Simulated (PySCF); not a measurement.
**Tc²⁺ (technetium, charge +2) across methods**

[Kr] 4d5, high-spin 6S determinant. Computed with PySCF 2.14 in aug-cc-pwCVDZ-PP with ECP28MDF (6s6p5d3f, 70 functions), with a scalar-relativistic core potential.

| method | E (hartree) | mean ε 4p α (eV) | mean ε 4p β (eV) | mean ε 4d α (eV) | Σ⟨r²⟩ (bohr²) | ⟨S²⟩ |
| --- | --- | --- | --- | --- | --- | --- |
| CAM-B3LYP | -79.5641 | -68.159 | -63.114 | -26.770 | 27.46 | 8.750 |
| MN15 | -79.4411 | -65.927 | -62.344 | -25.944 | 27.69 | 8.751 |
| LDA | -79.4013 | -63.024 | -59.344 | -23.828 | 27.79 | 8.750 |
| BLYP | -79.5628 | -62.882 | -59.248 | -23.444 | 27.63 | 8.750 |
| UHF | -79.12156 | -77.481 | -67.031 | -30.012 | 27.12 | 8.751 |
| B3LYP | -79.6290 | -66.084 | -61.253 | -25.008 | 27.47 | 8.750 |
| r2SCAN | -79.6545 | -64.801 | -59.813 | -24.053 | 27.29 | 8.750 |
| PBE0 | -79.6126 | -66.851 | -61.555 | -25.474 | 27.38 | 8.750 |
| PBE | -79.6113 | -63.049 | -59.275 | -23.733 | 27.58 | 8.750 |

Energies and moments cover only the electrons outside the core potential.
